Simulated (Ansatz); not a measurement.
**Relaxing a trial structure of C4H12N2Si**

The starting geometry of this gas-phase singlet was optimised with GFN2-xTB; its bonds are those of `N[SiH2]NC1CCC1`.

```xyz
19

C    -0.2147    1.2159   -0.8174
C    -0.8848    2.4929   -1.3807
C     0.3011    3.3213   -0.8648
C     1.0784    2.0262   -0.5855
N    -1.4729   -1.9375   -0.1154
N    -0.1103    0.0689   -1.6651
Si   -1.2321   -1.2467   -1.6738
H    -2.1086   -1.5001    0.5304
H    -0.6746   -2.2981    0.3810
H    -0.5841   -2.2483   -2.5160
H    -2.5907   -0.8942   -2.1050
H     0.3418    0.2996   -2.5380
H    -0.6742    0.8981    0.1205
H    -0.9473    2.4703   -2.4676
H    -1.8634    2.7415   -0.9758
H     0.7542    4.0008   -1.5839
H     0.0656    3.8754    0.0415
H     1.8317    1.8107   -1.3413
H     1.5315    1.9356    0.3993
```

Task: Predict what becomes of its bonds when it is optimised with B3LYP-D3(BJ)/def2-SVP.

Result: It keeps its bonds, and is `N[SiH2]NC1CCC1`.

The energy falls by 0.17 eV over 15 steps:

| step | E − E(last) (eV) |
| --- | --- |
| 1 | 0.172 |
| 3 | 0.060 |
| 4 | 0.044 |
| 6 | 0.023 |
| 7 | 0.019 |
| 9 | 0.002 |
| 10 | 0.001 |
| 12 | 0.000 |
| 13 | 0.000 |
| 15 | 0.000 |

Final geometry (Å):

```xyz
19

C    -0.3000    1.2886   -0.9666
C    -0.7713    2.6411   -1.5742
C     0.3198    3.3472   -0.7314
C     1.0348    1.9810   -0.5819
N    -1.2599   -1.7678    0.0895
N    -0.2702    0.0919   -1.7633
Si   -1.3033   -1.2830   -1.5694
H    -2.0703   -2.1874    0.5319
H    -0.3945   -2.0382    0.5456
H    -0.7914   -2.2488   -2.5930
H    -2.7647   -1.0769   -1.8250
H     0.2701    0.1751   -2.6196
H    -0.8745    1.0688   -0.0521
H    -0.5375    2.6781   -2.6511
H    -1.8232    2.9349   -1.4332
H     0.8807    4.1654   -1.2066
H    -0.0757    3.7095    0.2303
H     1.7870    1.8302   -1.3742
H     1.4909    1.7226    0.3867
```

No frequencies were run, so the end isn't proven a minimum. Run with Ansatz 0.2.0, 52 s on 4 threads of Arm Neoverse V1 (shared host).
